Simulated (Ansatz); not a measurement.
Relaxation of FGeH5 (7 atoms, charge 0, multiplicity 1), to a largest force component of 0.03 eV/Å in at most 50 steps.

Method: RKS B3LYP-D4/def2-SVP in Ansatz.

```xyz
7
Properties=species:S:1:pos:R:3:forces:R:3
Ge -0.441 0.000 -0.427 0.73 0.00 -1.14
H 0.160 0.000 2.271 1.76 0.00 0.04
H 0.902 0.000 0.314 0.00 0.00 0.00
H -0.610 1.277 -1.271 0.00 0.00 0.00
H -0.610 -1.277 -1.271 0.00 0.00 0.00
F -1.749 0.000 0.685 -0.94 0.00 0.55
H -0.538 0.000 2.433 -1.56 0.00 0.55
```

Q: Where does it end, and by what steps?

A: The forces met the threshold. The force dipped under the threshold on the way, but the program's further checks kept it going. After 13 steps the energy has fallen by 0.267 eV; H2 moved furthest, 1.23 Å.

| step | energy less start (eV) | largest force component (eV/Å) | accepted |
| --- | --- | --- | --- |
| 0 | 0.0000 | 1.760 | yes |
| 1 | -0.1513 | 0.460 | yes |
| 2 | -0.2071 | 0.490 | yes |
| 3 | -0.2398 | 0.135 | yes |
| 4 | -0.2517 | 0.157 | yes |
| 5 | -0.2621 | 0.076 | yes |
| 6 | -0.2642 | 0.013 | yes |
| 7 | -0.2624 | 0.351 | no |
| 8 | -0.2648 | 0.045 | yes |
| 9 | -0.2655 | 0.028 | yes |
| 10 | -0.2658 | 0.115 | yes |
| 11 | -0.2663 | 0.045 | yes |
| 12 | -0.2665 | 0.004 | yes |
| 13 | -0.2667 | 0.006 | yes |

```xyz
7
Properties=species:S:1:pos:R:3
Ge -0.412 0.000 -0.787
H -0.090 0.000 3.473
H 1.054 0.000 -0.321
H -0.782 1.278 -1.559
H -0.782 -1.278 -1.559
F -1.396 0.000 0.669
H -0.480 0.000 2.818
```

Whether the end is a true minimum wasn't checked by a vibrational analysis.

Time of the run: 16 s on 2 threads of Arm Neoverse V1 (shared host), peak memory 0.13 GiB.
